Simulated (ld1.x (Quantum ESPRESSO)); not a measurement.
# Ranking PAW potentials for Ge

All share these settings but for the change named:

| Item | Value |
| --- | --- |
| Element | germanium (Ge) |
| Generator | ld1.x (Quantum ESPRESSO) 7.5 |
| Type | PAW |
| Functional | LDA (PZ) |
| Relativity | scalar-relativistic |
| Frozen core | [Ar] |
| Valence charge | 14 |
| Reference configuration | 3d10 4s2 4p0.5 (charge +1.5) |
| Partial waves | 4s (bound): rcut 1.65, rcutus 1.85 bohr; 4s channel at -0.8 Ry: rcut 1.65, rcutus 1.85 bohr; 4p (bound): rcut 1.75, rcutus 2.25 bohr; 4p channel at -0.8 Ry: rcut 1.75, rcutus 2.25 bohr; 3d (bound): rcut 0.60, rcutus 0.65 bohr; 3d channel at -1.4 Ry: rcut 0.60, rcutus 0.65 bohr; 4f channel at 0.05 Ry: rcut 1.75, rcutus 2.00 bohr |
| Local potential | all-electron potential smoothed inside 1.60 bohr (lloc = -1) |
| Core correction | a·sin(br)/r model core, default radius (ld1.x builds one for every PAW set, though the input has nlcc=.false.) |
| Augmentation charge | GAUSS, radius 0.65 bohr |

Test errors are all-electron minus pseudo excitation energies from the reference, over 3d10 4s2 4p2; 3d10 4s2 4p1; 3d10 4s2 4p0; 3d10 4s2 4p2.3; 3d9 4s2 4p3; 3d10 4s1 4p3; 3d10 4s0 4p4. None of these files shows a bound ghost.

The base gives 60.0 meV.

Of 6 variants that were run, those that failed, showed a ghost or another fault, or gave nearly equal values are left out.

(1) Rank these variants by their largest absolute test error, smallest first.
A. all radii but the core radius scaled by about 1.12 (s 2.08, p 2.52, d 0.72, f 2.24 bohr, rcut 1.84/1.96/0.68/1.96); local potential all-electron potential smoothed inside 1.80 bohr (lloc = -1); augmentation GAUSS, radius 0.72 bohr
B. all radii but the core radius scaled by about 1.04 (s 1.92, p 2.34, d 0.68, f 2.08 bohr, rcut 1.72/1.82/0.62/1.82); local potential all-electron potential smoothed inside 1.66 bohr (lloc = -1); augmentation GAUSS, radius 0.68 bohr
C. all radii but the core radius scaled by about 1.22 (s 2.26, p 2.74, d 0.80, f 2.44 bohr, rcut 2.02/2.14/0.74/2.14); local potential all-electron potential smoothed inside 1.96 bohr (lloc = -1); augmentation GAUSS, radius 0.80 bohr

Answers

(1) B (5.5 meV), A (82.3 meV), C (126.2 meV).
